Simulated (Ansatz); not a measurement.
Start from `[CH3][Al]([F])[CH2]N` and change one atom or group to get `[CH3][Al]([F])[NH][SiH3]`.

Ansatz, PBE0-D4/def2-TZVP geometries, multiplicity 1. Each molecule was computed in one conformer, which needn't be the lowest.

```json
{"property": "HOMO–LUMO gap (PBE0/def2-TZVPP) / eV", "`[CH3][Al]([F])[CH2]N`": "5.68"}
{"property": "HOMO–LUMO gap (ωB97M-V/def2-TZVPP) / eV", "`[CH3][Al]([F])[CH2]N`": "9.48"}
{"property": "HOMO–LUMO gap (PBE/def2-TZVPP) / eV", "`[CH3][Al]([F])[CH2]N`": "3.57"}
{"property": "LUMO energy (PBE0/def2-TZVPP) / eV", "`[CH3][Al]([F])[CH2]N`": "-0.45"}
{"property": "size of the dipole moment (PBE/def2-TZVPP) / D", "`[CH3][Al]([F])[CH2]N`": "1.38"}
{"property": "size of the dipole moment (ωB97M-V/def2-TZVPP) / D", "`[CH3][Al]([F])[CH2]N`": "1.54"}
```

(1) Give the same properties after the change, and the shifts. (Best estimate.)

Results:

(1) The calculation gave: 
| property | `[CH3][Al]([F])[NH][SiH3]` | shift |
| --- | --- | --- |
| HOMO–LUMO gap (PBE0/def2-TZVPP) / eV | 7.45 | 1.77 |
| HOMO–LUMO gap (ωB97M-V/def2-TZVPP) / eV | 11.25 | 1.77 |
| HOMO–LUMO gap (PBE/def2-TZVPP) / eV | 5.31 | 1.74 |
| LUMO energy (PBE0/def2-TZVPP) / eV | -0.32 | 0.13 |
| size of the dipole moment (PBE/def2-TZVPP) / D | 0.81 | -0.57 |
| size of the dipole moment (ωB97M-V/def2-TZVPP) / D | 0.80 | -0.74 |

With PBE0 the HOMO falls by 1.65 eV and the LUMO rises by 0.13 eV, so the gap widens by about 1.78 eV. PBE moves the HOMO by -1.65 eV and ωB97M-V by -1.67 eV. Dipoles are sizes alone; their direction can turn.

Positive LUMOs are unbound, so they and the gaps depend on the basis.
